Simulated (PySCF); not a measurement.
**Polarisability and C₆ of As⁺ (arsenic, charge +1)**

[Ar] 3d10 4s2 4p2, high-spin 3P determinant. All numbers are calculated (PySCF 2.14, a scalar-relativistic core potential, in aug-cc-pVTZ-PP with ECP10MDF (6s5p4d2f, 55 functions)). Coupled (time-dependent) response in atomic units; α is the mean over directions.

```
method  mean α (bohr³)         α xx, yy, zz  C₆ (like pair)  S(−4)
   UHF           16.90  15.85, 17.43, 17.43           102.4  82.20
   PBE           17.05  15.49, 17.83, 17.83           102.6  88.18
  PBE0           16.81  15.46, 17.49, 17.49           101.1  83.29
   M06           15.84  14.60, 16.46, 16.46           90.24  80.39
 B3LYP           16.75  15.28, 17.49, 17.49           100.2  84.00
```

S(−4) is the Cauchy moment in α(ω) = α(0) + S(−4) ω² + …

Spin-orbit coupling is absent.

α(iu) at B3LYP:

| u (hartree) | α(iu) (bohr³) |
| --- | --- |
| 0 | 16.75 |
| 0.0500 | 16.54 |
| 0.100 | 15.96 |
| 0.200 | 14.02 |
| 0.300 | 11.74 |
| 0.500 | 7.888 |
| 0.750 | 4.947 |
| 1.00 | 3.328 |
| 1.50 | 1.795 |
| 2.00 | 1.132 |
| 3.00 | 0.5784 |
| 5.00 | 0.2381 |

For an ion, C₆ is the dispersion term alone; charge-induced terms of lower order in 1/R come first.

The components differ because the open shell of this determinant is not spherical; for a pure term their mean is the scalar polarisability.

Energies and moments cover only the electrons outside the core potential.
